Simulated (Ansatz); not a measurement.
Reaction (ligand exchange at the Si–S bond): `F[SiH]([SiH3])S` + `OC=S` → `F[SiH]([SiH3])OC=S` + H₂S

Computed with Ansatz on PBE0-D4/def2-TZVP structures; ΔE is electronic, products minus reactants. CCSD(T)/CBS is the MP2 limit (def2-TZVPP, def2-QZVPP) plus CCSD(T) − MP2 in def2-TZVPP, frozen cores. This one scheme is used for every species. DFT in def2-TZVPP. B3LYP here is the variant with VWN-RPA as its local correlation; programs differ in this. HSE06 is defined as in plane-wave codes. Each species was taken in one conformer, which may not be the lowest.

(1) Is it downhill or uphill in electronic energy at CCSD(T)/CBS, and by how much? (Best estimate.)

(2) What do these levels give: LDA (SPW92), revPBE-D4, BLYP-D4, B3LYP-D4, B3LYP, r2SCAN0, HSE06, HF/def2-SVP, CCSD/def2-SVP, CCSD(T)/def2-TZVPP, MP2/def2-QZVPP, CCSD/CBS(def2)? (Best estimate.)

Largest T1 diagnostic among the species: 0.018.

Results:

(1) Computed: Downhill: ΔE = -25.6 kJ/mol.

(2) The calculation gave: LDA (SPW92) -12.6, revPBE-D4 -10.0, BLYP-D4 -24.3, B3LYP-D4 -26.5, B3LYP -24.0, r2SCAN0 -18.5, HSE06 -11.0, HF/def2-SVP -29.2, CCSD/def2-SVP -28.0, CCSD(T)/def2-TZVPP -29.3, MP2/def2-QZVPP -25.1, CCSD/CBS(def2) -27.5 kJ/mol.

In def2-TZVPP, CCSD(T) changes the Hartree–Fock value by +7.3 kJ/mol (the triples alone add +1.8 kJ/mol) and MP2 by +10.0 kJ/mol. From PBE to PBE0 (25 % exact exchange), in def2-TZVPP and without D4, ΔE moves by −3.9 kJ/mol.
